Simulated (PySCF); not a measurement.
C4H7O, SMILES C[CH]C(=O)C, multiplicity 2. Geometry optimised at PBE-D3(BJ)/def2-SVP. The isomer is the one that the SMILES or the coordinates give; other isomers of the formula were not compared. The values are those of a single conformer.

Computed equilibrium geometry at PBE-D3(BJ)/def2-SVP (PySCF confirms it by a frequency run) as a Z-matrix (one conformer of several):
```
C
H 1 1.1043
C 1 1.4561 2 118.84
O 3 1.2426 1 121.08 2 -180.00
C 1 1.4805 2 119.60 3 -179.98
H 5 1.1070 1 109.92 2 -179.96
H 5 1.1137 6 109.34 1 -122.58
H 5 1.1138 6 109.33 7 -114.85
C 3 1.5226 4 121.41 1 -179.97
H 9 1.1049 3 109.40 4 -0.43
H 9 1.1100 10 109.40 3 121.71
H 9 1.1101 10 109.35 11 116.70
```
Charge 0, spin multiplicity 2.
